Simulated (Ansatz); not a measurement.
The same path of AsFH₆OSi₂ (11 atoms, charge 0, multiplicity 1) was run twice with different band settings. The coordinate that changes most is the height of As5 over the plane of its neighbours.

Theory: Ansatz, RKS PBE0/def2-SVP.

Relaxed end points:

```xyz
11
Properties=species:S:1:pos:R:3
F -2.169 0.346 -0.062
Si -0.571 0.636 0.070
Si 0.143 -0.032 2.194
O 0.248 -0.299 -1.018
As 0.355 -0.117 -2.819
H -0.400 2.089 -0.235
H 1.612 0.216 2.327
H -0.131 -1.488 2.384
H -0.573 0.745 3.253
H 1.779 -0.662 -2.921
H -0.229 -1.491 -3.153
```

```xyz
11
Properties=species:S:1:pos:R:3
F -2.057 0.116 -0.190
Si -0.448 0.312 -0.024
Si 0.126 0.024 2.225
O 0.338 -0.865 -0.877
As 0.582 -1.077 -2.656
H -0.148 1.661 -0.592
H 1.594 0.263 2.387
H -0.199 -1.367 2.660
H -0.616 0.998 3.084
H 1.514 0.127 -2.861
H -0.620 -0.249 -3.135
```

Common settings: movable images 5; climbing image yes; spring 5.0 eV/Å²; optimiser quadratic models (default); force threshold 0.05 eV/Å; iteration limit 60; end points relaxed.

| run | start path |
| --- | --- |
| 1 | through a guess of the saddle point |
| 2 | straight line |

(1) What does each run give, and how far can it be trusted?

## Answers

(1) Run 1: converged after 31 iterations, highest image 0.110 eV above the first end. The profile has 2 maxima (images 2, 4) with wells between them (image 3): this band takes more than one step, which may be the mechanism or a detour left from its start path. A vibrational analysis at the climbing image gives one clearly imaginary mode, 60i cm⁻¹, and a faint second one (18i cm⁻¹) that may be numerical noise or a soft torsion: probably a first-order saddle point.
Run 2: converged after 19 iterations, highest image 2.420 eV above the first end. Neighbouring images differ by up to 2.4 eV, so the band resolves the path poorly. The order of the stationary point at the top wasn't checked. Another band between the same ends, with other settings, climbed to 0.11 eV only, so this may not be the lowest route.
